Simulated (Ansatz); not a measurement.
SinClm: PBE0-D4/def2-TZVPD single points in Ansatz on relaxed structures, gas phase. Each cluster is the lowest isomer that a short search found in that spin, judged at the geometry's level, and lower ones may exist. HOMO and LUMO are taken over both spins. Binding counts from free atoms in the multiplicity of their measured ground term, without zero-point energy. The spins of the ions were chosen, not always searched. A dash marks a value that wasn't run or was left out as unsound. The structures are stationary points that may keep the symmetry of their start. Remarks come from the PBE and PBE0 runs and from stability tests at other levels; not every state was tested. A HOMO above zero means that the electron is unbound at that level and held by the basis, or that self-interaction error raises the level; the energy of removing that electron tells which.

```csv
species,atoms,state,geometry,HOMO (eV),LUMO (eV),gap (eV),vertical EA (eV),binding per atom (eV),point group (within 0.1 Å),remarks
Si4Cl2,6,singlet,B3LYP-D4/def2-SVP,-6.53,-3.01,3.52,1.58,3.09,Ci,"restricted SCF unstable in HF, HOMO above zero (-1 doublet)"
Si5Cl2,7,singlet,r2SCAN-D4/def2-SVP,-6.41,-3.48,2.93,2.11,3.22,–,"restricted SCF unstable in HF, HOMO above zero (-1 doublet)"
```

Task: Estimate the rows for Si2Cl (doublet; reduced ion singlet, r2SCAN-D4/def2-TZVP geometry).

Result: 
```json
{"species": "Si2Cl", "atoms": "3", "state": "doublet; reduced ion singlet", "geometry": "r2SCAN-D4/def2-TZVP", "HOMO (eV)": "-5.84", "LUMO (eV)": "-3.84", "gap (eV)": "2.00", "vertical EA (eV)": "–", "binding per atom (eV)": "2.31", "point group (within 0.1 Å)": "C∞v", "remarks": "HOMO above zero (-1 singlet), restricted SCF unstable in HF (-1 singlet)"}
```

The gap (eV) runs from 2.00 (Si2Cl) to 3.52 (Si4Cl2). The binding per atom (eV) runs from 2.31 (Si2Cl) to 3.22 (Si5Cl2).
